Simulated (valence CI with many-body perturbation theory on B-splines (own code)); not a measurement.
**W XXVI: M1 decay**

Method: valence CI with perturbative core correlation (CI+MBPT): three valence electrons over a frozen Dirac-Fock core [Kr] 4d10, radial functions for each j: 8 s, 8 p, 9 d, 9 f, 6 g, 3 h, 2 i, with the one-electron correlation potential Σ1, the two-electron term Σ2, the three-electron term Σ3, Breit, model QED; selected CI, second order for the rest (own B-spline code, finite nucleus).

No measured spectrum was set against this ion. As an estimate, terms of the open shell hold to a few per cent of their energy, and close levels can change places. Core correlation moves these levels by up to 48000 cm⁻¹, and in measured spectra 5 to 20 % of such shifts remained as error; rates that hang on mixing are uncertain with them.

Lines 1 to 50 of 120 in falling wavelength, among levels below 1031400 cm⁻¹, chosen from the decays that carry over 1 % of a level's rate. Wavelengths and rates use the calculated energies, so an error of 2000 cm⁻¹ moves a line at 18020 Å by 36 % and its rate by three times that or more. Weak lines are less certain than strong ones. Lines between different terms over intervals too small for the method are left out, as are lines whose strength nearly cancels. Where a level lies close to another of its J and parity, the split of strength between their lines is uncertain.

Names give the largest LS component (configuration and term), which can be under half, so a name can repeat, a term be missing and a line seem to break the LS rules; names also repeat where a configuration has a term twice. Letters in brackets count levels of one name in rising energy.

| λ vac (Å) | Upper | Lower | Type | A (s⁻¹) | Branch % |
| --- | --- | --- | --- | --- | --- |
| 18020 | 4f3 4S°_3/2 | 4f3 4F°_5/2 | M1 | 1.11e+00 | 1.2 |
| 15930 | 4f3 4F°_7/2 | 4f3 4F°_5/2 | M1 | 3.03e+00 | 5.4 |
| 14160 | 4f3 4D°_3/2 | 4f3 2D°_5/2 [a] | M1 | 8.41e+00 | 3.3 |
| 12860 | 4f3 4G°_5/2 | 4f3 4F°_5/2 | M1 | 2.53e+00 | 4.6 |
| 10490 | 4f3 4G°_7/2 | 4f3 4G°_5/2 | M1 | 1.14e+01 | 6.5 |
| 10330 | 4f3 2H°_11/2 [b] | 4f3 4G°_9/2 | M1 | 1.02e+01 | 6.6 |
| 10190 | 4f3 2I°_11/2 | 4f3 2H°_11/2 [b] | M1 | 1.13e+01 | 2.9 |
| 9345 | 4f3 4F°_7/2 | 4f3 2H°_9/2 [a] | M1 | 1.31e+01 | 23.4 |
| 9065 | 4f3 4G°_7/2 | 4f3 4F°_7/2 | M1 | 6.48e+00 | 3.7 |
| 9049 | 4f3 2I°_13/2 | 4f3 2I°_11/2 | M1 | 8.22e+00 | 2.8 |
| 7982 | 4f3 4D°_1/2 | 4f3 4D°_3/2 | M1 | 6.17e+01 | 24.1 |
| 7875 | 4f3 2K°_15/2 | 4f3 2K°_13/2 | M1 | 1.62e+01 | 3.2 |
| 7544 | 4f3 4D°_3/2 | 4f3 2P°_1/2 | M1 | 6.61e+00 | 2.6 |
| 7310 | 4f3 4F°_5/2 | 4f3 4F°_3/2 | M1 | 6.17e+01 | 99.9 |
| 6854 | 4f3 4I°_15/2 | 4f3 4I°_13/2 | M1 | 8.68e+01 | 100.0 |
| 6564 | 4f3 4F°_9/2 | 4f3 4F°_7/2 | M1 | 3.68e+01 | 9.3 |
| 5971 | 4f3 2D°_5/2 [b] | 4f3 2G°_7/2 [a] | M1 | 6.61e+00 | 1.3 |
| 5913 | 4f3 4G°_9/2 | 4f3 4G°_7/2 | M1 | 1.32e+02 | 32.3 |
| 5868 | 4f3 4I°_13/2 | 4f3 4I°_11/2 | M1 | 2.12e+02 | 100.0 |
| 5840 | 4f3 4D°_7/2 | 4f3 2D°_5/2 [b] | M1 | 2.16e+01 | 8.2 |
| 5778 | 4f3 4G°_7/2 | 4f3 4F°_5/2 | M1 | 1.17e+02 | 66.4 |
| 5482 | 4f3 2D°_5/2 [b] | 4f3 2D°_3/2 [a] | M1 | 6.23e+01 | 12.2 |
| 5200 | 4f3 4S°_3/2 | 4f3 4F°_3/2 | M1 | 8.80e+01 | 98.8 |
| 5132 | 4f3 2I°_11/2 | 4f3 4G°_9/2 | M1 | 8.59e+01 | 21.9 |
| 4941 | 4f3 4I°_11/2 | 4f3 4I°_9/2 | M1 | 3.10e+02 | 100.0 |
| 4900 | 4f3 2H°_11/2 [b] | 4f3 2H°_11/2 [a] | M1 | 5.52e+00 | 3.6 |
| 4868 | 4f3 2H°_11/2 [b] | 4f3 2K°_13/2 | M1 | 2.88e+00 | 1.9 |
| 4794 | 4f3 2I°_13/2 | 4f3 2H°_11/2 [b] | M1 | 2.15e+01 | 7.4 |
| 4684 | 4f3 2G°_9/2 [a] | 4f3 2G°_7/2 [a] | M1 | 9.49e+01 | 13.5 |
| 4661 | 4f3 4G°_5/2 | 4f3 4F°_3/2 | M1 | 5.12e+01 | 94.0 |
| 4601 | 4f3 4G°_7/2 | 4f3 2H°_9/2 [a] | M1 | 1.28e+01 | 7.3 |
| 4445 | 4f3 2D°_5/2 [a] | 4f3 4G°_7/2 | M1 | 3.35e+01 | 11.2 |
| 4373 | 4f3 2D°_3/2 [a] | 4f3 4G°_5/2 | M1 | 5.64e+00 | 1.1 |
| 4171 | 4f3 2H°_9/2 [a] | 4f3 4I°_11/2 | M1 | 5.29e+01 | 12.5 |
| 4105 | 4f3 2G°_7/2 [a] | 4f3 4G°_5/2 | M1 | 2.46e+02 | 52.6 |
| 4062 | 4f3 2D°_3/2 [b] | 4f3 2D°_5/2 [a] | M1 | 5.33e+01 | 5.3 |
| 3986 | 4f3 2D°_3/2 [a] | 4f3 4S°_3/2 | M1 | 2.85e+02 | 53.7 |
| 3878 | 4f3 4D°_1/2 | 4f3 2P°_1/2 | M1 | 3.59e+01 | 14.0 |
| 3867 | 4f3 2G°_7/2 [a] | 4f3 4F°_7/2 | M1 | 1.26e+02 | 27.0 |
| 3856 | 4f3 4F°_9/2 | 4f3 2H°_9/2 [a] | M1 | 2.34e+02 | 59.1 |
| 3817 | 4f3 4D°_7/2 | 4f3 2D°_5/2 [a] | M1 | 1.83e+02 | 69.3 |
| 3583 | 4f3 2H°_11/2 [a] | 4f3 2H°_9/2 [a] | M1 | 1.77e+02 | 45.3 |
| 3579 | 4f3 4G°_9/2 | 4f3 4F°_7/2 | M1 | 5.07e+01 | 12.4 |
| 3563 | 4f3 2P°_1/2 | 4f3 4S°_3/2 | M1 | 9.42e+01 | 31.0 |
| 3484 | 4f3 2I°_13/2 | 4f3 2K°_15/2 | M1 | 5.16e+00 | 1.8 |
| 3477 | 4f3 4D°_1/2 | 4f3 2D°_3/2 [a] | M1 | 1.02e+02 | 40.0 |
| 3410 | 4f3 2L°_15/2 | 4f3 2K°_15/2 | M1 | 2.18e+02 | 29.1 |
| 3334 | 4f3 2G°_9/2 [a] | 4f3 2H°_11/2 [a] | M1 | 5.03e+01 | 7.2 |
| 3309 | 4f3 2I°_11/2 | 4f3 2H°_11/2 [a] | M1 | 1.88e+02 | 48.0 |
| 3295 | 4f3 2I°_11/2 | 4f3 2K°_13/2 | M1 | 1.00e+01 | 2.6 |
